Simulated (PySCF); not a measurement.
SMILES CC[P@+]1([AlH3-])CC[C@H]1C(F)(F)F, C6H13AlF3P

Geometry (Å), atoms numbered from 1 in this order:
```xyz
24

C    -2.3575   -1.4631   -0.2279
C    -2.1029   -0.1267    0.4557
P    -0.4089    0.6083    0.3412
Al    0.7919    2.8388    0.0727
C     0.1735    0.2027   -1.3720
C     0.9412   -1.0482   -0.9098
C     0.7529   -0.8567    0.6042
C     1.9696   -0.2934    1.2792
F     1.7597   -0.0580    2.5782
F     2.3306    0.8907    0.7300
F     3.0526   -1.0816    1.1998
H    -2.1809   -1.4038   -1.2983
H    -3.3965   -1.7493   -0.0765
H    -1.7300   -2.2472    0.1875
H    -2.3182   -0.2011    1.5267
H    -2.7647    0.6429    0.0462
H     2.0445    2.9133   -0.8643
H     0.9075    3.1176    1.6008
H    -0.5753    3.0563   -0.7206
H     0.8239    1.0051   -1.7384
H    -0.6053    0.0302   -2.1121
H     0.4763   -1.9712   -1.2540
H     1.9891   -1.0622   -1.2136
H     0.4151   -1.7236    1.1728
```

Method used: GIAO HF/pcSseg-1 magnetisability, rotational g tensor and spin-rotation constants, non-relativistic, gas phase (PySCF 2.14.0). Geometry: GFN2-xTB.

(1) How diamagnetic is it, and how anisotropic?

(2) Split it along the inertial axes a, b, c into diamagnetic and paramagnetic parts about the centre of mass, with the quadrupole moment.

(3) And the rotational g tensor?

Answers

(1) Isotropic -1920 × 10⁻³⁰ J/T², or -115.7 × 10⁻⁶ cm³/mol; principal values -2028, -1979, -1755 × 10⁻³⁰ J/T², anisotropy 252 × 10⁻³⁰ J/T² (root of half the summed squared differences of the principal values). The susceptibility is in cgs units.

(2) 
```
axis  χ (10⁻⁶ cm³/mol)  diamagnetic (10⁻⁶ cm³/mol)  paramagnetic (10⁻⁶ cm³/mol)  summed x² of all electrons (Å²)  quadrupole Θ (D Å)
   a            -108.7                     -1337.4                       1228.7                            322.2               +5.51
   b            -118.6                     -1798.1                       1679.4                            213.6               -8.28
   c            -119.7                     -2273.0                       2153.4                            101.6               +2.77
```
Anisotropies 2χaa − χbb − χcc = +21.0 and 2χbb − χaa − χcc = -9.0 × 10⁻⁶ cm³/mol. Θ is traceless in Buckingham's convention.

(3) 
| axis | rotational constant (GHz) | g | nuclear part | electronic part |
| --- | --- | --- | --- | --- |
| a | 1.0115 | -0.0225 | 0.5614 | -0.5839 |
| b | 0.7154 | -0.0098 | 0.5547 | -0.5645 |
| c | 0.5516 | -0.0090 | 0.5490 | -0.5580 |

Asymmetric top; isotopes 27Al, 12C, 19F, 1H, 31P; no vibrational averaging.
